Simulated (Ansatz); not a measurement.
Stepwise reaction of `O[SiH2][GeH2][OH]` with hydrogen, as a gas-phase model of exchange steps in deposition or etching. ΔE in kJ/mol; ΔG adds harmonic PBE0-D4 terms to CCSD(T)/CBS, at 1 bar.

Calculated with Ansatz (gas phase, PBE0-D4/def2-TZVP geometries, no zero-point term in ΔE). CBS: MP2 limit from def2 TZ/QZ plus the TZ coupled-cluster correction, frozen cores. This one scheme is used for every species. Functionals use def2-TZVPP. B3LYP here is the variant with VWN-RPA as its local correlation; programs differ in this. For Ge outer-core shells are correlated without core-valence functions, which leaves a few kJ/mol of doubt a bond. Scalar relativity is left out up to krypton. Each species was taken in one conformer, which may not be the lowest.

```csv
step,reaction,PBE-D4,B3LYP-D4,ωB97M-V,CCSD(T)/CBS,ΔG(400 K)
1,`O[SiH2][GeH2][OH]` + H₂ → `[OH][GeH2][SiH3]` + H₂O,50.6,58.6,57.7,55.3,56.1
2,`[OH][GeH2][SiH3]` + H₂ → `[SiH3][GeH3]` + H₂O,-6.4,-4.1,-6.9,-9.2,-4.3
```

By hand: ΔE of the 2 steps together at CCSD(T)/CBS.

(55.3) + (-9.2) = 46.1 kJ/mol, or 23.0 kJ/mol a step.

In ΔE each step is lower than the one before. ΔG lies between -4.3 and 56.1 kJ/mol a step. PBE-D4 differs from CCSD(T)/CBS by -4.7 to 2.8 kJ/mol a step. Isolated molecules leave out the surface, adducts and barriers. Largest T1 diagnostic: 0.012.
